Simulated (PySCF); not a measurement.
Compound: C5H7NO2.
Atom-mapped SMILES: `[NH2:1][C:2](=[O:3])[C@@H:4]1[CH:5]=[CH:6][CH2:7][O:8]1` (hydrogens: H9, H10 on N1; H11 on C4; H12 on C5; H13 on C6; H14, H15 on C7)

Structure optimised with GFN2-xTB, isolated species.

(1) Give the optimised bond lengths and angles.

Answers

(1) 
```csv
bond,length (pm),order
N1–C2,134.3,single
C2=O3,120.9,double
C2–C4,154.4,single
C4–C5,149.9,single
C5=C6,132.1,double
C6–C7,149.7,single
C7–O8,142.3,single
C4–O8,142.3,single
N1–H9,100.7,single
N1–H10,100.6,single
C4–H11,110.0,single
C5–H12,107.2,single
C6–H13,107.3,single
C7–H14,109.8,single
C7–H15,110.0,single
```

Orders are formal, as drawn. A selection of angles:
```csv
angle,degrees
N1–C2–O3,124.7
N1–C2–C4,113.1
O3–C2–C4,122.1
C2–C4–C5,110.6
C2–C4–O8,112.6
C5–C4–O8,105.4
C4–C5–C6,109.5
C5–C6–C7,109.8
C6–C7–O8,105.4
C4–O8–C7,109.8
H9–N1–C2,118.7
H10–N1–C2,120.1
```

Dihedral angles: N1–C2–C4–C5 119° (anticlinal); C2–C4–C5–C6 -119° (anticlinal); C4–C5–C6–C7 -1° (synperiplanar); C5–C6–C7–O8 -1° (synperiplanar); C6–C7–O8–C4 3° (synperiplanar); C2–C4–O8–C7 117° (anticlinal).

The 5-membered ring C4–C5–C6–C7–O8 has internal angles of 105.4° to 109.8° (sum 540°, against 540° for a flat polygon); it is almost planar, 0.02 Å rms from its mean plane, widest ring torsion 4°. H9 on N1 lies 2.12 Å from O8, 4 bonds away (angle at H 108°; Bondi radii sum to 2.72 Å). N1 (amide nitrogen) is planar (angles 120.7°, 120.1° and 118.7°, sum 359.5°, 0.04 Å off the plane of its three neighbours). The C–O distances run from 1.209 Å (C2=O3, drawn double) to 1.423 Å (C4–O8, drawn single), a spread of 0.214 Å. The 4 C–C bonds span 1.321 Å (C5=C6, drawn double) to 1.544 Å (C2–C4, drawn single), a spread of 0.223 Å.

Point group: C1 (no symmetry element, even within 0.4 Å). Whether it is a minimum is left open (no frequencies). The numbers are those of one conformer (H–N1–C2–O3 -176° and -4°, N1–C2–C4–C5 119°).

These are computed values.
